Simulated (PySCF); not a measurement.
N-methyl-N-silylmethanamine (C₂H₉NSi), SMILES CN([SiH3])C.

Coordinates come from a r2SCAN-D4/def2-SVP optimisation.

Two levels are set side by side: TDA-PBE/def2-SVPD (PySCF) and TDA-B3LYP/def2-SVPD (PySCF). Vertical, same geometry. The lowest singlet is HOMO→LUMO 99 % with PBE and HOMO→LUMO 98 % with the other functional; states are paired by order. Differences are taken from unrounded values.

```csv
quantity,TDA-B3LYP,TDA-PBE,TDA-PBE minus TDA-B3LYP
lowest singlet excitation (eV),5.30,4.76,-0.54
lowest triplet excitation (TDA) (eV),5.14,4.60,-0.54
first bright state (f over 0.05) (eV),7.49,6.98,-0.51
its oscillator strength,0.11,0.11,0.00
```

A lower first singlet is the usual sign of a functional without exact exchange. Differences between two approximate levels are no errors against the true value.

Rough cost on one machine, each run with all the roots and properties that it gave: TDA-B3LYP against TDA-PBE about 2 times.
